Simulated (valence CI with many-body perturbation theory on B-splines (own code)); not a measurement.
Level structure of V¹⁰⁺

Method: configuration interaction combined with many-body perturbation theory (CI+MBPT): three valence electrons over a frozen Dirac-Fock core [Ne], a basis of 11 s, 11 p, 9 d, 7 f, 5 g, 2 h, 1 i functions for each j, with the one-electron correlation potential Σ1, the two-electron term Σ2, the three-electron term Σ3, Breit, model QED; selected CI, second order for the rest, scaled by the run's own slope (own B-spline code, finite nucleus).

No measured spectrum was set against this ion. As an estimate, levels of excited configurations hold to 0.05 to 0.15 % of their energy, terms of the ground configuration to about 0.5 %.

Levels 46 to 66 of 66, with energies above the lowest level, 3s2.3p 2P°_1/2. "Leading %" is the weight of the configuration and term that name the level; weights of strongly mixed levels are sums over their largest components and can fall short. In the jj column 3d3/2^4 stands for four electrons in 3d with j = 3/2. Lifetimes count E1, E2, E3, M1 and M2 decay at the calculated energies, and are blank where another channel may lead or the interval is too uncertain; long ones can be off by a factor of two.

| No. | Configuration | Term | J | E (cm⁻¹) | Leading % | Leading jj | Lifetime |
| --- | --- | --- | --- | --- | --- | --- | --- |
| 46 | 3p2.3d | 4F | 9/2 | 775690 | 97 | 3p3/2^2 3d5/2 (51 %) | 86.3 ps |
| 47 | 3p2.3d | 2P | 3/2 | 779830 | 81 | 3p1/2 3p3/2 3d3/2 (39 %) | 58.2 ps |
| 48 | 3p2.3d | 4D | 1/2 | 782900 | 65 | 3p1/2 3p3/2 3d3/2 (91 %) | 65.7 ps |
| 49 | 3p2.3d | 4D | 3/2 | 786880 | 85 | 3p1/2 3p3/2 3d5/2 (44 %) | 68.4 ps |
| 50 | 3p2.3d | 4D | 5/2 | 787310 | 96 | 3p3/2^2 3d3/2 (31 %) | 71.7 ps |
| 51 | 3p2.3d | 2P | 1/2 | 790060 | 60 | 3p3/2^2 3d5/2 (60 %) | 58.4 ps |
| 52 | 3p2.3d | 4D | 7/2 | 790200 | 95 | 3p3/2^2 3d5/2 (57 %) | 73.0 ps |
| 53 | 3p2.3d | 2G | 7/2 | 802380 | 88 | 3p1/2 3p3/2 3d3/2 (48 %) | 261 ps |
| 54 | 3p2.3d | 2G | 9/2 | 804010 | 86 | 3p1/2 3p3/2 3d5/2 (44 %) | 264 ps |
| 55 | 3p2.3d | 2D | 5/2 | 821020 | 61 | 3p1/2 3p3/2 3d5/2 (72 %) | 26.8 ps |
| 56 | 3p2.3d | 2D | 3/2 | 822980 | 75 | 3p1/2 3p3/2 3d3/2 (48 %) | 28.5 ps |
| 57 | 3p2.3d | 4P | 5/2 | 827430 | 69 | 3p3/2^2 3d5/2 (38 %) | 21.9 ps |
| 58 | 3p2.3d | 4P | 3/2 | 828130 | 86 | 3p3/2^2 3d3/2 (50 %) | 20.1 ps |
| 59 | 3p2.3d | 4P | 1/2 | 828620 | 97 | 3p3/2^2 3d3/2 (48 %) | 19.1 ps |
| 60 | 3p2.3d | 2P | 1/2 | 855090 | 73 | 3p1/2 3p3/2 3d5/2 (57 %) | 33.0 ps |
| 61 | 3p2.3d | 2P | 3/2 | 856390 | 44 | 3p1/2 3p3/2 3d5/2 (36 %) | 41.5 ps |
| 62 | 3p2.3d | 2D | 3/2 | 862100 | 52 | 3p3/2^2 3d5/2 (31 %) | 44.2 ps |
| 63 | 3p2.3d | 2S | 1/2 | 862940 | 85 | 3p3/2^2 3d5/2 (25 %) | 32.8 ps |
| 64 | 3p2.3d | 2D | 5/2 | 867220 | 91 | 3p3/2^2 3d5/2 (71 %) | 61.6 ps |
| 65 | 3p2.3d | 2F | 5/2 | 874330 | 83 | 3p1/2 3p3/2 3d5/2 (27 %) | 19.8 ps |
| 66 | 3p2.3d | 2F | 7/2 | 876690 | 86 | 3p1/2 3p3/2 3d5/2 (40 %) | 19.7 ps |

Names give the largest LS component (configuration and term), which can be under half, so a name can repeat, a term be missing and a line seem to break the LS rules; names also repeat where a configuration has a term twice.
